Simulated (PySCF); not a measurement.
Computed IR spectrum (relative IR intensity) of a molecule C5H5Cl. Geometry optimised at PBE-D3(BJ)/def2-SVP. Other conformers were not sampled. These are PBE-D3(BJ)/def2-SVP run with PySCF values and carry that method's errors. Frequencies are harmonic and unscaled.

Lines under 2 % of the strongest are left out, and lines within 2 cm⁻¹ are merged.

| ν (cm⁻¹) | relative intensity |
|---|---|
| 369 | 3.5 |
| 460 | 20 |
| 560 | 8.2 |
| 631 | 12 |
| 736 | 100 |
| 749 | 25 |
| 865 | 4.1 |
| 896 | 62 |
| 995 | 21 |
| 1077 | 2.7 |
| 1155 | 2.4 |
| 1192 | 51 |
| 1254 | 2.7 |
| 1321 | 27 |
| 1410 | 2.5 |
| 1639 | 4.8 |
| 1990 | 30 |
| 3040 | 4.2 |
| 3077 | 4.7 |
| 3101 | 5.4 |
| 3110 | 2.9 |
| 3182 | 5.4 |

Problem. Pick the molecule that these values belong to.
A) C#CC/C=C/Cl
B) ClC1=CCC=C1
C) C=C=CC(=C)Cl
D) C=CC=C=CCl

Solution. D, C=CC=C=CCl
